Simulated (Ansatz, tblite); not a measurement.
Removing and adding an electron: Sn4H8 (the lowest singlet isomer of a short search). Total charge 0; singlet. Geometry: PBE-D4/def2-SVP. Ansatz, gas phase; energy differences of separate SCF runs; the oxidised species was run as a doublet alone; the reduced species was run as a doublet alone.

```tsv
atom	x (Å)	y (Å)	z (Å)
Sn1	0.865	-1.707	-0.365
Sn2	-0.383	2.133	0.053
Sn3	-0.282	-0.157	1.719
Sn4	-0.350	0.798	-2.552
H5	-1.789	3.047	0.531
H6	0.082	-3.054	-1.128
H7	-1.620	-0.273	-1.841
H8	-1.776	-0.977	2.060
H9	2.572	-2.058	-0.370
H10	0.975	3.105	0.559
H11	0.728	-0.364	3.123
H12	0.978	-0.494	-1.788
```

In the def2 sets Sn takes a core potential; there is no spin–orbit coupling. The xTB rows come from tblite. The structure comes from a short search, and lower isomers may exist.

| level | −HOMO (eV) | vertical IE (eV) | −LUMO (eV) | vertical EA (eV) | HOMO–LUMO gap (eV) | IE − EA (eV) | remarks |
| --- | --- | --- | --- | --- | --- | --- | --- |
| GFN1-xTB | 10.71 | 12.95 | 7.17 | 4.82 | 3.54 | 8.13 | – |
| GFN2-xTB | 10.63 | 12.74 | 7.66 | 5.61 | 2.97 | 7.13 | – |
| PBE-D4/def2-TZVP | 5.43 | 7.63 | 2.97 | – | 2.46 | – | – |
| PBE-D4/def2-TZVPD | 5.44 | – | 2.98 | 1.12 | 2.46 | – | HOMO above zero (-1 doublet) |
| r2SCAN-D4/def2-TZVP | 5.61 | 7.65 | 2.84 | – | 2.77 | – | – |
| r2SCAN-D4/def2-TZVPD | 5.61 | – | 2.85 | 1.11 | 2.77 | – | HOMO above zero (-1 doublet) |
| PBE0-D4/def2-TZVP | 6.20 | 7.70 | 2.28 | – | 3.92 | – | – |
| PBE0-D4/def2-TZVPD | 6.21 | – | 2.29 | 1.05 | 3.92 | – | HOMO above zero (-1 doublet) |

   A HOMO above zero means that the electron is unbound at that level or that self-interaction error raises the level; the energy of removing that electron tells which. Raw xTB energy differences between charge states are shifted by several eV; the methods need an empirical correction for them.
